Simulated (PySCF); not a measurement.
# Hartree-Fock beside MP2: BFH3OSi

All numbers below are calculated, not measured. The program is PySCF 2.14.0, an open-source quantum chemistry code, run on an isolated molecule that a program drew, which may never have been made. The molecule is BFH3OSi (charge 0, doublet), drawn as the SMILES string `B[Si](O)F`.

The geometry was optimised and harmonic frequencies were computed with HF and MP2, all in the cc-pV(D+d)Z basis, for the commonest isotopes, with a restricted reference for singlets and an unrestricted one otherwise, and a frozen core in MP2. Each result is a local minimum of its method.

Geometry at the HF minimum:
```xyz
7
BFH3OSi, angstrom
B     0.0317    0.0883   -0.0070
Si    1.6020    0.0704   -1.0567
O     2.9047    1.0278   -0.9904
F     1.9228   -0.9416   -2.2453
H    -0.8219   -0.7189   -0.2242
H    -0.0484    0.9217    0.8503
H     2.9327    1.7172   -0.3416
```

Lengths of the bonds as drawn, in Å (atoms numbered as above):
```
bond,HF,MP2
B1-Si2,1.889,1.894
Si2-O3,1.618,1.643
Si2-F4,1.594,1.614
B1-H5,1.195,1.202
B1-H6,1.198,1.205
O3-H7,0.947,0.969
```

Rotational constants, in GHz:
```
constant     HF    MP2
       A  8.029   7.83
       B  5.969  5.902
       C  3.424  3.365
```

Harmonic frequencies in cm^-1, each column in rising order, so a row needn't be the same motion in every method:
| rank | HF | MP2 |
|---|---|---|
| 1 | 199 | 193 |
| 2 | 207 | 259 |
| 3 | 338 | 307 |
| 4 | 342 | 321 |
| 5 | 409 | 404 |
| 6 | 680 | 643 |
| 7 | 699 | 679 |
| 8 | 752 | 691 |
| 9 | 842 | ? |
| 10 | 991 | 952 |
| 11 | 1015 | 979 |
| 12 | 1212 | 1139 |
| 13 | 2683 | 2636 |
| 14 | 2789 | 2751 |
| 15 | 4156 | 3861 |

**Estimate the missing MP2 frequency from the HF column.**

A single factor s that minimises the squared misfit of MP2 against s times HF over the other rows is sum(HF x MP2) / sum(HF^2) = 0.9545, with an rms misfit of 47 cm^-1. For rank 9 it gives 0.9545 x 842 = 804 cm^-1. The calculation gives 834 cm^-1, 30 cm^-1 above the estimate. The drawn bonds are on average 1.1 % longer in MP2 than in HF.
